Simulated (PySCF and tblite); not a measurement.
Results of a calculation; reference values are marked as such.
C₉H₅F₃, numbered as in [CH:1]#[C:2][C:3]1=[CH:4][C:5](=[CH2:6])[C:7]([C:8]([F:9])([F:10])[F:11])=[CH:12]1.

Level: B3LYP-D3(BJ)/def2-SVP (IEF-PCM, chloroform)//GFN2-xTB, thermal terms from GFN2-xTB, symmetry numbers and mirror pairs counted. Conformers within 2.5 kcal/mol (GFN2-xTB free energy) were kept, 2 at most. GIAO shieldings: KT3/pcSseg-1 (IEF-PCM, chloroform). Shifts are against TMS (¹H), TMS (¹³C) at the same level; of two unlike H on one atom, a is the less shielded. Codes: tblite and PySCF.

(1) What shifts does this protocol give at 298.15 K under fast conformational exchange?

Shifts are unscaled: against experiment ¹³C can be off by 15 ppm or more and ¹H by 0.8 ppm.

Answers

(1) ¹H: 6.96 (H12, 1H), 6.80 (H4, 1H), 6.72 (H6a, 1H), 6.61 (H6b, 1H), 3.59 (H1, 1H) ppm. ¹³C: 142.9 (C5), 133.6 (C12), 130.5 (C8), 130.0 (C4), 129.9 (C6), 121.1 (C7), 119.1 (C3), 85.9 (C1), 78.6 (C2) ppm.
